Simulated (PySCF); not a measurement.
Species: C7H14S2.
SMILES: `CC(C)[C@@H]1CCCSS1`

Jobs on this species (23 atoms, 88 electrons) with PySCF (density fitting). Hardware of each: Arm Neoverse V1, one thread, on a shared host. Times come from a shared host and carry two figures at best. Peak memory is the resident size of the whole Python process, interpreter and libraries included.

```json
{"level and settings": "PBE0-D3(BJ)/def2-SVP, grid level 1", "work": "geometry optimisation from a GFN2-xTB start shaken at random", "basis functions": "204", "SCF cycles": "?", "wall time": "?", "peak memory": "?"}
{"level and settings": "PBE0/pcSseg-1, IEF-PCM acetonitrile", "work": "shieldings, ring-centre shieldings, charges and field gradients", "basis functions": "237", "SCF cycles": "12", "wall time": "53 s", "peak memory": "1.3 GiB"}
{"level and settings": "PBE0/pcSseg-1, IEF-PCM water", "work": "shieldings, ring-centre shieldings", "basis functions": "237", "SCF cycles": "12", "wall time": "51 s", "peak memory": "1.2 GiB"}
```

Problem. Fill in the missing figures.

Solution. 
- PBE0-D3(BJ)/def2-SVP, grid level 1; geometry optimisation from a GFN2-xTB start shaken at random: 1.7 min, 0.90 GiB, 27 SCF cycles

Problem. What do all jobs in the table cost together?

Solution. About 3.4 min; the longest takes about 50 % of that, and about 2 times as long as the shortest.
